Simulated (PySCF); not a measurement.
**Dipole response of Si⁺ (silicon, charge +1)**

[Ne] 3s2 3p1, 2P determinant. All numbers are calculated (PySCF 2.14, the spin-free X2C one-electron Hamiltonian (Gaussian nucleus), in dyall-av3z). Coupled (time-dependent) response in atomic units; α is the mean over directions.

```csv
method,mean α (bohr³),"α xx, yy, zz",C₆ (like pair),S(−4)
UHF,19.39,"18.95, 20.28, 18.95",103.8,152.1
PBE,18.99,"18.29, 20.39, 18.29",99.86,147.6
PBE0,18.95,"18.37, 20.11, 18.37",99.89,145.1
TPSSh,19.05,"18.53, 20.07, 18.53",101.8,143.7
LC-wPBE,18.80,"18.36, 19.69, 18.36",98.81,142.4
```

S(−4) is the Cauchy moment in α(ω) = α(0) + S(−4) ω² + …

α(iu) at UHF:

```csv
u (hartree),α(iu) (bohr³)
0,19.39
0.0500,19.02
0.100,18.00
0.200,14.86
0.300,11.56
0.500,6.841
0.750,3.861
1.00,2.428
1.50,1.211
2.00,0.7317
3.00,0.3628
5.00,0.1527
```

A single London oscillator, α(iu) = α/(1 + u²/ω²), gives C₆ = (3/4) ω α². Matching the computed C₆ needs ω = 4 × 103.8 / (3 × 19.39²) = 0.368 hartree.

For an ion, C₆ is the dispersion term alone; charge-induced terms of lower order in 1/R come first.

The components differ because the open shell of this determinant is not spherical; for a pure term their mean is the scalar polarisability.
